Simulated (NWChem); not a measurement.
CH$_{4}$BFOS; SMILES COB(F)S

```xyz
9

B      0.5587    -0.1047    -0.0852
F      1.7466    -0.6706    -0.2639
O      0.4686     1.2256    -0.2332
C     -0.7314     1.9384    -0.0703
H     -1.4986     1.6044    -0.7888
H     -1.1331     1.8223     0.9503
H     -0.5252     3.0027    -0.2470
S     -0.8846    -1.1318     0.3473
H     -0.1979    -2.2926     0.3486
```
Atoms are numbered in this order, from 1.

Level: PBE0/def2-SVP (NWChem), optimised geometry, unscaled harmonic frequencies. 

| frequency (cm⁻¹) | IR intensity (km/mol) |
|---|---|
| 58 | 0.0 |
| 165 | 7.9 |
| 184 | 3.9 |
| 346 | 3.9 |
| 346 | 21.2 |
| 440 | 3.7 |
| 574 | 29.2 |
| 628 | 13.4 |
| 801 | 18.5 |
| 1096 | 160.8 |
| 1180 | 0.2 |
| 1185 | 25.9 |
| 1292 | 236.8 |
| 1433 | 281.3 |
| 1472 | 22.6 |
| 1476 | 10.5 |
| 1525 | 265.8 |
| 2739 | 1.1 |
| 3041 | 29.9 |
| 3129 | 19.4 |
| 3172 | 15.4 |

zero-point energy: 37.6 kcal/mol
thermal correction to the enthalpy at 298.15 K (with zero-point energy): 42.1 kcal/mol
heat capacity Cv: 20.1 cal/(mol K)
entropy at 298.15 K and 1 atm (symmetry number 1): 79.9 cal/(mol K)
dipole moment: 1.51 D

Rigid rotor and harmonic oscillator; modes under 100 cm⁻¹ make the entropy uncertain.
